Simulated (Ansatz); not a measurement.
Consider the formal exchange of groups at the Si–Cl bond: `O[Si]([SiH3])(Cl)Cl` + SiH₄ → `O[Si]([SiH3])([SiH3])Cl` + HCl.

Isolated molecules relaxed with PBE0-D4/def2-TZVP in Ansatz; ΔE leaves out vibrations. CCSD(T)/CBS is the MP2 limit (def2-TZVPP, def2-QZVPP) plus CCSD(T) − MP2 in def2-TZVPP, frozen cores. This one scheme is used for every species. One conformer a species, not always the lowest.

`O[Si]([SiH3])(Cl)Cl`:

Z-matrix (Å, degrees):
```
Si
Si 1 2.329
Cl 1 2.055 2 110.7
O 1 1.628 2 109.0 3 121.2
Cl 1 2.055 2 110.7 3 -117.6
H 2 1.485 1 108.0 3 58.7
H 2 1.485 1 109.3 3 -61.0
H 2 1.485 1 109.3 3 178.3
H 4 0.960 1 119.1 2 179.8
```

SiH₄:

```xyz
5

Si    0.000    0.000    0.000
H     0.868   -1.153    0.349
H    -0.971   -0.410   -1.045
H     0.838    1.113   -0.513
H    -0.735    0.450    1.209
```

`O[Si]([SiH3])([SiH3])Cl`:

Cartesian coordinates in Å:
```
O 1.161 -1.651 -0.471
Si 0.594 -0.120 -0.263
Si -1.410 0.249 -1.428
Si 0.504 0.248 2.046
Cl 1.940 1.245 -1.066
H 1.292 -1.966 -1.368
H -1.815 1.673 -1.295
H -2.493 -0.618 -0.890
H -1.208 -0.071 -2.868
H 1.856 0.085 2.641
H -0.442 -0.709 2.681
H 0.020 1.634 2.280
```

HCl:

```xyz
2

Cl   -0.069    0.418    0.479
H     0.069   -0.418   -0.479
```

| species | CCSD(T)/CBS(def2) energy (Eh) |
| --- | --- |
| `O[Si]([SiH3])(Cl)Cl` | -1575.44956 |
| SiH₄ | -291.46306 |
| `O[Si]([SiH3])([SiH3])Cl` | -1406.48895 |
| HCl | -460.38127 |

Question: Work out ΔE.

Answer: ΔE = (-1406.48895) + (-460.38127) − (-1575.44956) − (-291.46306) = 0.04240 Eh = +111.3 kJ/mol.

Largest T1 diagnostic among the species: 0.013.

Leaving LDA and LC-ωPBE aside and taking each functional with its dispersion term where it has one, the values, not all of them listed here, spread over 21.5 kJ/mol, from PBE-D4 to ωB97M-V. In def2-TZVPP, CCSD(T) changes the Hartree–Fock value by −19.7 kJ/mol (the triples alone add −1.7 kJ/mol) and MP2 by −9.6 kJ/mol.
